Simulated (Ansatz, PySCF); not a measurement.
H$_{5}$NOSeSi, singlet, at a GFN2-xTB geometry. Base run: CASSCF(4,4)/6-31G (PySCF).

Input for PySCF:
```python
from pyscf import gto, scf, mcscf
import numpy

mol = gto.Mole()
mol.atom = '''
    Se   -0.62811253    0.09668813    0.80823739
    N    -0.73395889    1.69679261   -0.03825914
    H    -0.53321956    2.49623567    0.54929833
    H    -1.59330921    1.83864201   -0.55288543
    O     0.87531553   -0.55239908    0.01469458
    Si    1.24970347   -0.87131634   -1.53948602
    H     0.29803186   -1.81838828   -2.12641269
    H     2.57889408   -1.42692118   -1.32058951
    H     1.24476797    0.36310858   -2.32642001
'''
mol.basis = '6-31g'
mol.verbose = 3
mol.build()

mf = scf.RHF(mol)
mf.kernel()
mc = mcscf.CASSCF(mf, 4, 4)
mc.fix_spin_(ss=0.0)
mc.kernel()
occ = numpy.linalg.eigvalsh(mc.fcisolver.make_rdm1(mc.ci, mc.ncas, mc.nelecas))[::-1]
ss = mc.fcisolver.spin_square(mc.ci, mc.ncas, mc.nelecas)[0]
print('natural occupations', occ.round(4), ' <S^2>', round(ss, 4))
```

Programs used: Ansatz (a first-principles code), PySCF; a row that names a program was run with it.

Variants of this job, named by their change:

```csv
change,ΔE vs base (mEh),natural occupations,<S^2> of the state
base,0.000,1.98 1.97 0.03 0.02,0.00
"active space = 10 electrons, 8 orbitals",-52.776,2.00 2.00 1.98 1.98 1.97 0.03 0.02 0.02,0.00
start = MP2 natural orbitals,2.311,1.97 1.96 0.04 0.03,0.00
correction = SC-NEVPT2,-465.3,1.98 1.97 0.03 0.02,0.00
"code = ansatz; correction = SC-NEVPT2, all electrons",-509.4,-,-
fix_spin_ = off,0.000,1.98 1.97 0.03 0.02,0.00
orbitals = fixed (CASCI); correction = SC-NEVPT2,-476.4,2.00 2.00 0.01 0.00,0.00
"active space = 4 electrons, 3 orbitals",20.379,2.00 1.96 0.04,0.00
orbitals = fixed (CASCI),42.200,2.00 2.00 0.01 0.00,0.00
"active space = 6 electrons, 8 orbitals",-54.274,1.98 1.98 1.96 0.04 0.02 0.02 0.00 0.00,0.00
"active space = 2 electrons, 3 orbitals",20.885,1.96 0.04 0.00,0.00
```

Active orbitals are taken around the Fermi level unless the row says otherwise; CASSCF can end in different local minima, and two programs can end on different orbitals. State-averaged rows give the lowest state.

Ansatz warned in this series: other orbitals give a lower active-space energy.
